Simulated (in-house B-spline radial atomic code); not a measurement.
Results of a calculation; reference values are marked as such.
## Co ion on O atom: potential, deflection and energy transfer

The pair potential comes from two frozen, spherical free-atom densities (PBE, B-spline radial code, scalar-relativistic past argon): electrostatics plus the change in Thomas-Fermi kinetic and Dirac exchange energy where they overlap, the recipe behind the universal ZBL potential, which averages such potentials (from solid-state densities) over many pairs. It is written V = (Z1 Z2 e²/r) φ(r/a), with e² = 14.3996 eV·Å and a = 0.46850 Å/(Z1^0.23 + Z2^0.23); ZBL's fit is φ = 0.18175 e^(−3.1998x) + 0.50986 e^(−0.94229x) + 0.28022 e^(−0.4029x) + 0.02817 e^(−0.20162x). Where φ falls below 4e-4 it is continued as an exponential.

Masses 58.93 and 16.0 u.

```json
{"x = r/a": "0.1", "φ, this pair": "0.8955", "φ, ZBL": "0.8928"}
{"x = r/a": "0.5", "φ, this pair": "0.6335", "φ, ZBL": "0.6096"}
{"x = r/a": "1.5", "φ, this pair": "0.3251", "φ, ZBL": "0.2995"}
{"x = r/a": "3", "φ, this pair": "0.1466", "φ, ZBL": "0.1292"}
{"x = r/a": "5", "φ, this pair": "0.05812", "φ, ZBL": "0.05224"}
{"x = r/a": "8", "φ, this pair": "0.01892", "φ, ZBL": "0.01705"}
{"x = r/a": "12", "φ, this pair": "0.004479", "φ, ZBL": "0.00474"}
{"x = r/a": "17", "φ, this pair": "0.0008873", "φ, ZBL": "0.001212"}
```

Q: At x = 4 the electrostatic, kinetic and exchange parts are 9.72, 612.38 and -61.04 eV. Find r, V and φ.

A: a = 0.46850/(2.1341 + 1.6133) = 0.12502 Å, so r = 0.50008 Å. V = 9.72 + 612.38 + (-61.04) = 561.06 eV. The bare repulsion is 27 × 8 × 14.3996/0.50008 = 6219.6 eV, so φ = 0.0902, +12.4 % against ZBL's 0.0803. The kinetic (Pauli) term is 109 % of V here, as the other two terms together attract.

Q: The ion comes in at 116.5 keV with impact parameter 0.2500 Å. The scattering integral gives a centre-of-mass angle of 10.71° and a closest approach of 2.118 a. What are the reduced energy, the energy passed on and the laboratory angles?

A: ε = E a M2/(Z1 Z2 e² (M1 + M2)) = 116500 × 8.5831e-06 = 1. The most that one collision can pass on is γE with γ = 4 M1 M2/(M1 + M2)² = 0.6717. Here T = γE sin²(θ/2) = 0.6717 × 116500 × 0.008713 = 681.9 eV. The ion turns by arctan(sin θ/(cos θ + M1/M2)) = 2.3°, and the struck atom leaves at (180° − θ)/2 = 84.6°. The closest approach is 0.265 Å. With ZBL the angle would be 9.88° and T = 580.2 eV.
